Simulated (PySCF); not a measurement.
C₄H₉FSi, SMILES C/C=C(\F)[SiH2]C. Atoms are numbered in the order given.

```xyz
15

C      2.8793     0.4152     0.0288
C      1.5355     0.1680    -0.5919
C      0.4253    -0.1541     0.0777
F      0.4775    -0.2726     1.4362
Si    -1.2946    -0.4682    -0.6247
C     -2.5243     0.6841     0.1993
H      3.2375     1.4316    -0.2044
H      2.8350     0.3016     1.1204
H      3.6286    -0.2902    -0.3672
H      1.4406     0.2536    -1.6799
H     -1.6729    -1.8890    -0.3655
H     -1.2159    -0.2454    -2.0983
H     -2.2918     1.7347    -0.0351
H     -3.5553     0.4743    -0.1261
H     -2.4746     0.5586     1.2926
```
Charge 0, spin multiplicity 1.

Geometry optimised at ωB97X-D3(BJ)/def2-SVP. The structure was generated by enumeration; whether it is a known compound was not checked. The values are those of a single conformer.

Two levels are set side by side: PBE/pcSseg-1 (PySCF) and PBE0/pcSseg-1 (PySCF). GIAO shifts against CFCl3 (¹⁹F), TMS (²⁹Si), TMS (¹H), TMS (¹³C) at the same level; non-relativistic, no solvent, atoms listed together averaged. Differences are taken from unrounded values.

```csv
quantity,PBE0,PBE,PBE minus PBE0
δ(¹³C) of C1 (ppm),14.0,14.2,0.3
δ(¹³C) of C2 (ppm),130.2,127.4,-2.8
δ(¹³C) of C3 (ppm),174.0,173.8,-0.1
δ(¹⁹F) of F4 (ppm),-123.6,-130.2,-6.6
δ(²⁹Si) of Si5 (ppm),-45.0,-48.4,-3.4
δ(¹³C) of C6 (ppm),-5.4,-5.7,-0.3
δ(¹H) of H10 (ppm),5.70,5.65,-0.05
```

Rough cost on one machine, each run with all the roots and properties that it gave: PBE0 against PBE within a factor of 2.
